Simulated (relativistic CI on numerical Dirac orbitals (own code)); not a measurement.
## Os⁵⁺: 5p photoemission

Computed with this model: Dirac-Coulomb-Breit CI, KLI orbitals optimised for each configuration, QED by a radiative potential, valence Slater integrals scaled by 0.7, multiplet model of photoemission in the sudden approximation; configurations [Xe] 4f14 5d3 → [Kr] 4d10 4f14 5s2 5p5 5d3; 300 K; Lorentzian 2.1 eV and Gaussian 0.6 eV FWHM. Energies are those of the free ion, without screening or charge transfer. The energies are binding energies and can lie tens of eV above those of solids. S is read from ⟨S²⟩ = S(S + 1).

free ion: ground-state S = 1.35, centroid 120.82 eV. Peaks (eV, height): 114.4 (100), 120.8 (23), 131.6 (37), 136.2 (24).

Strongest unbroadened transitions for free ion:

| Energy (eV) | Relative strength |
| --- | --- |
| 114.08 | 100.0 |
| 114.23 | 72.3 |
| 114.51 | 38.6 |
| 114.55 | 23.6 |
| 115.68 | 10.4 |
| 115.70 | 91.3 |
| 116.25 | 23.3 |
| 117.18 | 9.2 |
| 120.44 | 8.9 |
| 120.77 | 11.8 |
| 121.11 | 12.6 |
| 121.34 | 10.6 |
| 122.12 | 6.0 |
| 130.86 | 22.8 |
| 131.21 | 8.8 |
| 131.54 | 30.3 |
| 132.12 | 45.6 |
| 136.15 | 55.3 |
